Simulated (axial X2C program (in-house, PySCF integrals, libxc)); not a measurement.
Spin–orbit effects along a row: molecules with H (ions), PBE0

Calculated with an in-house relativistic program for diatomic molecules, spin-free (one-electron X2C) or two-component (2c: spin–orbit coupling with atomic mean-field Coulomb and Gaunt terms, which also bring small scalar terms), in Dyall basis sets with cores contracted in-house; open shells are unrestricted.

Basis sets: Ag dyall-acv3z, Cd dyall-acv3z, H dyall-av3z, Mo dyall-acv3z, Nb dyall-acv3z, Pd dyall-acv3z, Rh dyall-acv3z, Ru dyall-acv3z, Sb dyall-acv3z.

```tsv
molecule	spin-free state	Re (Å)	ωe (cm⁻¹)	De (eV)	2c state	Re 2c (Å)	ωe 2c (cm⁻¹)	De 2c (eV)
NbH⁻	M_S = 5/2, Λ = 0	1.871	1414.3	n/a	Ω = 5/2	1.870	1414.0	n/a
MoH⁻	M_S = 3, Λ = 0	1.821	1363.5	2.14	Ω = 3	1.820	1362.1	2.14
RuH⁻	M_S = 1, Λ = 0	1.587	1860.3	2.57	Ω = 1	1.586	1857.4	n/a
RhH⁻	M_S = 1/2, Λ = 2	1.543	1983.5	2.89	Ω = 5/2	1.543	1979.7	n/a
PdH⁻	M_S = 0, Λ = 0	1.540	1914.9	2.92	Ω = 0	1.539	1913.1	2.93
AgH⁻	M_S = 1/2, Λ = 0	1.698	1447.1	1.73	Ω = 1/2	1.698	1446.9	1.74
CdH⁻	M_S = 0, Λ = 0	1.950	976.4	1.11	Ω = 0	1.948	977.2	1.12
SbH⁻	M_S = 1/2, Λ = 1	1.732	1829.7	2.73	Ω = 3/2	1.735	1810.0	2.75
```

(1) Work out the shifts from the spin-free to the two-component result.

Fragments in 2c: Nb + H-, Mo + H-, Ru- + H, Rh- + H, Pd + H-, Ag- + H, Cd + H-, Sb- + H. Each entry is the lowest single determinant of a limited PBE0 search at one distance. De goes to single-determinant-based atoms at the same level (for ions the charge split of lowest energy) and is withheld (n/a) where an atom does not fit its ground term or J level. Main or longest-lived isotopes. One determinant is a doubtful description, or other states lie close, for NbH⁻, MoH⁻, RuH⁻, RhH⁻; these need not be ground states, and all values refer to the states named. Some open-shell Ω = 0 determinants are out of reach, so the Ω given for MoH⁻, RuH⁻ need not be the lowest component. With several unpaired electrons the Ω given is that of one determinant, not necessarily of the lowest component. The functionals have no current term, which raises determinants with orbital currents.

Answers

(1) 

```
molecule  2c state  ΔRe (Å)  Δωe (cm⁻¹)  ΔDe (eV)
    NbH⁻   Ω = 5/2   -0.001        -0.3       n/a
    MoH⁻     Ω = 3   -0.001        -1.4      0.00
    RuH⁻     Ω = 1   -0.001        -2.9       n/a
    RhH⁻   Ω = 5/2    0.000        -3.8       n/a
    PdH⁻     Ω = 0   -0.001        -1.8      0.01
    AgH⁻   Ω = 1/2    0.000        -0.2      0.01
    CdH⁻     Ω = 0   -0.002         0.8      0.01
    SbH⁻   Ω = 3/2    0.003       -19.7      0.02
```

Shifts of one unit in the last digit are rounding.
